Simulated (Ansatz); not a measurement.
Basis sets compared for (ClZn-mu-H)2 (Zn₂H₂Cl₂). Charge 0, multiplicity 1. Geometry PBE-D4/def2-SVP. Ansatz on 2 threads of Intel Xeon Platinum 8488C on a shared host; times are rough, and most runs start from earlier orbitals.

```tsv
atom	x (Å)	y (Å)	z (Å)
Cl1	-3.206	0.681	0.185
Cl2	3.206	-0.690	-0.155
Zn3	-1.098	0.498	0.123
Zn4	1.098	-0.495	-0.132
H5	0.371	1.225	0.313
H6	-0.371	-1.219	-0.334
```

Another isomer (singlet) lies 0.67 eV lower at PBE0-D4/def2-TZVP; other spin states weren't run for this one.

Binding counts from free atoms (Cl doublet, Zn singlet, H doublet) in the same basis, without a counterpoise term.

```
           level  functions  energy (Eh)  HOMO (eV)  LUMO (eV)  binding per atom (eV)  wall time
       HF/STO-3G         56   -4424.8204      -4.55       3.09                   2.03      2.5 s
 PBE-D4/def2-SVP        108   -4478.7404      -6.65      -2.27                   2.00      1.4 s
PBE0-D4/def2-SVP        108   -4478.8797      -8.05      -1.41                   2.00      2.4 s
```

Task: Estimate the rows for HF/def2-TZVP, PBE-D4/def2-TZVP (with forces), PBE0-D4/def2-TZVP.

Result: 
| level | functions | energy (Eh) | HOMO (eV) | LUMO (eV) | binding per atom (eV) | wall time |
| --- | --- | --- | --- | --- | --- | --- |
| HF/def2-TZVP | 182 | -4475.8903 | -11.47 | 0.20 | 1.46 | 3.2 s |
| PBE-D4/def2-TZVP (with forces) | 182 | -4479.5995 | -7.08 | -2.99 | 1.92 | 2.8 s |
| PBE0-D4/def2-TZVP | 182 | -4479.7148 | -8.39 | -2.29 | 1.95 | 4.9 s |
